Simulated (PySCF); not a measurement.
## Electron correlation in Dy⁺ (dysprosium, charge +1)

[Xe] 4f10 5d1, one real determinant (an excited configuration). Calculation: PySCF 2.14, in x2c-TZVPPall (11s7p7d4f2g, 113 functions); the spin-free X2C one-electron Hamiltonian (Gaussian nucleus). Frozen: [Kr] 4d10; 19 electrons correlated.

MP2 pair energies summed by pair of shells (mhartree):

```
 pair   energy  share (%)
4f-4f  -340.46       43.4
4f-5p  -205.19       26.2
5p-5p  -112.29       14.3
4f-5s   -48.34        6.2
5s-5p   -32.28        4.1
5p-5d   -22.44        2.9
4f-5d   -14.71        1.9
5s-5s    -5.98        0.8
5s-5d    -2.83        0.4
```

Total MP2 correlation energy: -784.52 mhartree.

Same-spin part -314.41 and opposite-spin part -470.11 mhartree; SCS-MP2 scales them by 1/3 and 6/5 to -668.94 mhartree.

The reference is one real determinant that mixes LS terms of this configuration.
